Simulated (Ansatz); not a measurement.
A nudged elastic band was laid between two geometries of C2H10N2Si (15 atoms, charge 0, multiplicity 1).

Theory: UKS PBE0/def2-SVP in Ansatz.

```yaml
movable_images: 9
climbing_image: yes
spring: 5.0 eV/Å²
optimiser: quadratic models (default)
start_path: through a guess of the saddle point
force_threshold: 0.05 eV/Å
iteration_limit: 60
end_points: relaxed
```

Image 0:

```xyz
15
Properties=species:S:1:pos:R:3
Si 0.025 0.203 1.315
N -0.047 0.254 -0.417
C -0.580 -0.854 -1.169
C 0.108 1.468 -1.172
H 0.564 2.255 -0.551
H -1.288 0.243 2.044
H 0.795 1.439 1.675
N 0.690 -1.309 1.809
H -0.605 -1.757 -0.541
H -1.606 -0.664 -1.545
H 0.053 -1.079 -2.049
H 0.766 1.312 -2.049
H -0.854 1.864 -1.557
H 0.347 -1.779 2.637
H 1.632 -1.596 1.569
```

Image 10:

```xyz
15
Properties=species:S:1:pos:R:3
Si 0.074 0.653 2.660
N 0.268 -0.097 -1.411
C -0.819 -0.988 -1.712
C 0.533 0.852 -2.200
H -1.028 1.462 2.052
H -0.390 0.077 3.960
H 1.177 1.620 2.999
N 0.459 -0.635 1.577
H -1.501 -1.024 -0.848
H -1.387 -0.711 -2.622
H -0.424 -2.009 -1.835
H 1.361 1.535 -1.968
H -0.034 1.041 -3.133
H 1.093 -1.361 1.894
H 0.618 -0.415 0.588
```

What changes between the two ends?

Bonds broken: Si1–N2, C4–H5. Bonds formed: Si1–H5. C2H10N2Si becomes C2H5N + H5NSi.

Give the energies along the band, and the barrier.

The run converged. The highest image is number 4 of 0 to 10, 329.9 kJ/mol above the first end and 173.8 kJ/mol above the last; the last end lies 156.1 kJ/mol above the first. The profile has 2 maxima (images 1, 4) with wells between them (image 2): this band takes more than one step, which may be the mechanism or a detour left from its start path. Neighbouring images differ by up to 3.2 eV, so the band resolves the path poorly. A vibrational analysis at the climbing image gives one clearly imaginary mode, 809i cm⁻¹: a first-order saddle point. The orbitals were unrestricted but ended closed-shell.

```csv
image,path coordinate (Å),energy (kJ/mol),Si1–N2 (Å),C4–H5 (Å),Si1–H5 (Å)
0,0.00,0.0,1.73,1.10,2.83
1,2.10,8.9,1.74,1.10,2.74
2,4.20,1.7,1.74,1.10,2.82
3,6.29,24.0,1.74,1.11,2.71
4,8.38,329.9,2.15,1.53,1.66
5,9.67,195.4,2.87,2.46,1.50
6,10.95,180.1,3.45,2.85,1.51
7,12.24,167.6,3.60,3.12,1.51
8,13.52,161.8,3.71,3.37,1.50
9,14.81,157.2,3.95,3.88,1.50
10,16.09,156.1,4.14,4.57,1.50
```

What is the geometry of the highest image?


```xyz
15
Properties=species:S:1:pos:R:3
Si 0.308 0.637 1.213
N 0.623 -0.013 -0.810
C -0.159 -1.105 -1.343
C 0.088 1.189 -0.996
H -0.697 1.561 0.266
H -0.318 1.272 2.453
H 1.651 1.273 1.147
N -0.030 -0.985 1.623
H 0.358 -2.062 -1.167
H -1.173 -1.190 -0.901
H -0.283 -1.010 -2.438
H 0.741 2.069 -0.903
H -0.771 1.354 -1.674
H -0.631 -1.193 2.411
H 0.295 -1.798 1.117
```

The band took 45 iterations and roughly 2.1 core-hours.

Run time: 33 min on 4 threads of Arm Neoverse N1, with other jobs on the host, peak memory 0.45 GiB.
